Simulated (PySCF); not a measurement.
Job file and geometry (Å, from GFN2-xTB) of an NMR shielding run on SMILES N(C)(C)[Si@H](F)N[SiH2]CF, C$_{3}$H$_{12}$F$_{2}$N$_{2}$Si$_{2}$, GIAO PBE0/pcSseg-1 NMR shielding, non-relativistic, gas phase (PySCF 2.14.0, density-fitted response routines); density fitting, a coarse starting grid and PySCF grid level 2 are the driver's defaults:

```
$ OMP_NUM_THREADS=1 python probes_run.py task.json out

{"job": {"kind": "nmr", "xc": "PBE0", "basis": "pcSseg-1"}, "charge": 0, "multiplicity": 1}
C     -3.103055    -0.893972     0.224134
N     -1.842439    -0.192032     0.288628
C     -1.989521     1.148992     0.805431
Si    -0.544925    -0.627306    -0.734480
F     -0.585498    -2.238566    -0.812791
N      0.909807    -0.075108     0.007444
Si     2.492598    -0.251422    -0.643051
C      3.639010     0.692885     0.566782
F      3.405366     0.292923     1.870412
H     -2.938250    -1.908908    -0.123245
H     -3.553524    -0.928506     1.219058
H     -3.806517    -0.398311    -0.454842
H     -2.391451     1.109176     1.821452
H     -1.024263     1.645864     0.823857
H     -2.675723     1.741240     0.189631
H     -0.533517    -0.224254    -2.133078
H      0.862604     0.062709     1.005811
H      2.549469     0.429205    -1.937813
H      2.946457    -1.640219    -0.749981
H      4.694691     0.499390     0.371222
H      3.479759     1.773163     0.549647
```

Task: Write the output of this run.

Result: 
```
coarse grid: 18248 points
cycle   1  E = -1008.8920330289  dE =  8.108e-01  |g| = 7.988e-01  |ddm| = 4.010e+00
cycle   2  E = -1008.7958862816  dE =  9.615e-02  |g| = 1.122e+00  |ddm| = 1.377e+00
cycle   3  E = -1009.0051013699  dE = -2.092e-01  |g| = 6.293e-02  |ddm| = 8.365e-01
cycle   4  E = -1009.0057239187  dE = -6.225e-04  |g| = 2.728e-02  |ddm| = 6.004e-02
cycle   5  E = -1009.0058802964  dE = -1.564e-04  |g| = 7.630e-03  |ddm| = 2.427e-02
cycle   6  E = -1009.0058921438  dE = -1.185e-05  |g| = 2.424e-03  |ddm| = 8.024e-03
cycle   7  E = -1009.0058931942  dE = -1.050e-06  |g| = 4.408e-04  |ddm| = 1.918e-03
final grid: 167136 points
cycle   8  E = -1009.0653554739  dE = -4.310e-05  |g| = 9.801e-03  |ddm| = 2.402e-02
cycle   9  E = -1009.0653425712  dE =  1.290e-05  |g| = 1.268e-02  |ddm| = 1.694e-02
cycle  10  E = -1009.0653770022  dE = -3.443e-05  |g| = 1.228e-03  |ddm| = 9.662e-03
cycle  11  E = -1009.0653772683  dE = -2.661e-07  |g| = 2.769e-04  |ddm| = 9.499e-04
cycle  12  E = -1009.0653772818  dE = -1.347e-08  |g| = 7.343e-05  |ddm| = 2.198e-04
cycle  13  E = -1009.0653772825  dE = -7.506e-10  |g| = 3.078e-05  |ddm| = 6.968e-05
converged SCF energy = -1009.0653772825

GIAO shielding tensors (ppm)
atom      isotropic    diamagn.    paramagn.     s11        s22        s33       span
  0 C      148.905     241.638     -92.734    124.154    135.961    186.599     62.445
  1 N      236.159     329.848     -93.689    210.343    228.177    269.957     59.614
  2 C      148.133     246.998     -98.865    125.480    133.343    185.575     60.095
  3 Si     382.269     883.022    -500.753    358.445    375.741    412.621     54.175
  4 F      325.595     471.941    -146.346    286.222    309.952    380.611     94.389
  5 N      238.528     330.768     -92.240    201.158    233.426    281.000     79.842
  6 Si     391.812     880.533    -488.721    358.831    382.812    433.792     74.961
  7 C      107.570     246.223    -138.653     61.533     85.965    175.213    113.680
  8 F      481.943     475.742       6.201    426.718    486.672    532.438    105.720
  9 H       28.420      28.614      -0.194     22.707     28.299     34.254     11.547
 10 H       29.341      27.892       1.450     24.710     26.888     36.426     11.716
 11 H       29.353      27.370       1.983     24.535     26.852     36.672     12.138
 12 H       29.240      30.768      -1.529     25.191     26.430     36.097     10.906
 13 H       28.704      33.179      -4.475     22.781     29.832     33.500     10.719
 14 H       29.314      30.340      -1.026     24.898     26.693     36.351     11.453
 15 H       26.851      32.321      -5.470     23.528     24.781     32.243      8.715
 16 H       30.558      37.378      -6.820     21.462     30.664     39.549     18.087
 17 H       27.046      29.784      -2.738     23.496     25.624     32.017      8.521
 18 H       26.641      29.067      -2.426     22.293     25.073     32.558     10.265
 19 H       26.802      25.978       0.823     22.729     26.288     31.388      8.659
 20 H       26.719      29.437      -2.718     22.371     26.182     31.604      9.233
```

Task: Turn these shieldings into chemical shifts. Chemical shifts δ = σref − σ; 13C (σ = 186.93 ppm), 29Si (σ = 349.16 ppm), 1H (σ = 31.72 ppm) against TMS; NH3 for 15N (σ = 267.73 ppm); 19F (σ = 170.95 ppm) vs CFCl3, all at this level.

Result: Averaging equivalent atoms: C 7: 79.4; C 0/2: 38.4; N 1: 31.6; N 5: 29.2; Si 3: -33.1; Si 6: -42.7; F 4: -154.6; F 8: -311.0; H 18: 5.08; H 20: 5.00; H 19: 4.92; H 15: 4.87; H 17: 4.67; H 9/10/11/12/13/14: 2.65; H 16: 1.16 ppm. Unscaled 19F shifts against computed CFCl3 carry errors that often reach 10 to 50 ppm. Experimental scales use liquid or dissolved standards, which lie at an offset from isolated NH3 (liquid NH3: subtract about 20 ppm).

Size and cost of the density-fitted run: 227 basis functions, 87 s wall time on 1 thread of an Arm Neoverse N1, shared host; peak memory 1.1 GiB.
